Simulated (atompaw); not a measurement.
## scandium (Sc): one change to a PAW (atompaw) potential, before and after

```
Element                 : scandium
Generator               : atompaw 4.2.0.5
Type                    : PAW
Functional              : LDA (PW92)
Relativity              : scalar-relativistic
Frozen core             : [Ne]
Valence charge          : 11
Reference configuration : 3s2 3p6 3d1 4s2 4p0
Partial waves           : 3s (bound): rc 1.35 bohr; 4s (bound): rc 2.50 bohr; 3p (bound): rc 1.95 bohr; 4p (bound, empty): rc 2.50 bohr; 3d (bound): rc 1.35 bohr; 3d channel at 2.65 Ry: rc 1.35 bohr
Local potential         : troulliermartins scheme with l = 3 at 0.5 Ry, radius 1.85 bohr
Core correction         : smooth core density matched at 2.30 bohr
Augmentation charge     : besselshape compensation charge, radius 2.35 bohr; PAW radius 2.50 bohr; waves and projectors: custom rrkj gramschmidtortho
```

Change: wave 3p (bound): rc 1.95 bohr becomes 3p (bound): rc 1.64 bohr.

Cutoffs: the cutoffs (Ry, on a coarse ladder) from which the occupation-weighted sum of valence levels, in a spherical-Bessel basis at the reference potential, stays within 10 and 1 mRy of its value at 400 Ry; they do not see the model core or the augmentation charge, which bear on the density cutoff.

Q: What does the change do?

A: The potential gets neither clearly harder nor softer (45 Ry and 60 Ry → 45 Ry and 60 Ry); the d channel sets the loose cutoff, while the largest relative change is in p, which becomes harder; neither file shows a bound ghost.

```csv
quantity,base,changed
"cutoff, loose",45 Ry,45 Ry
"cutoff, tight",60 Ry,60 Ry
loose cutoff by channel (10 mRy a level),"s 21 Ry, p 18 Ry, d 45 Ry","s 21 Ry, p 25 Ry, d 45 Ry"
bound ghosts,none,none
s: phases at 2.51 bohr within 0.05 rad from the reference energy up to (Ry; the scan ends near 5),2.4,2.4
p: phases at 2.51 bohr within 0.05 rad from the reference energy up to (Ry; the scan ends near 5),0.4,0.5
d: phases at 2.51 bohr within 0.05 rad from the reference energy up to (Ry; the scan ends near 5),to the end of the scan,to the end of the scan
lowest overlap eigenvalue by channel,"s 0.41, p 0.60, d 0.92","s 0.41, p 0.53, d 0.92"
```

 The cutoffs see the waves, projectors and local potential, not the compensation charge or the core.
